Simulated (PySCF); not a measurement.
A small calculation by hand: chemical shift, span and skew from a shielding tensor

C₃H₄BFO, SMILES OB1C=C[C@H]1F. Atoms are numbered in the order given.

```xyz
10

O      1.8438     0.8299     0.0107
B      0.5550     0.5519     0.2799
C     -0.7430     1.3847     0.2947
C     -1.4031     0.2335     0.0108
C     -0.3331    -0.7906     0.2989
F     -0.1107    -1.7259    -0.6948
H      2.3829     0.0371    -0.0841
H     -1.1229     2.4071     0.3269
H     -2.4258     0.0543    -0.3497
H     -0.4882    -1.3293     1.2490
```
Charge 0, spin multiplicity 1.

Coordinates come from a PBE0-D3(BJ)/def2-SVP optimisation. The structure was generated by enumeration; whether it is a known compound was not checked. Other conformers were not sampled.

GIAO shieldings from PySCF with KT2/pcSseg-1, non-relativistic, no solvent. The symmetric part of the tensor of C4 has the principal values -96.6, 3.8, 155.2 ppm. The same nucleus in TMS has σ = 185.1 ppm at this level (PySCF, at its B3LYP-D3(BJ)/def2-TZVP geometry).

### Question
Work out the isotropic shielding, the ¹³C shift against TMS, the span and the skew.

### Answer

σ(iso) = (σ11 + σ22 + σ33)/3 = 20.8 ppm. δ = σ(ref) − σ(iso) = 185.1 − (20.8) = 164.3 ppm.
Span Ω = σ33 − σ11 = 251.8 ppm. Skew κ = 3(σ(iso) − σ22)/Ω = 0.20. Tumbling in solution averages the tensor to δ; in a static solid the shielding alone would spread this spin-1/2 line over Ω.
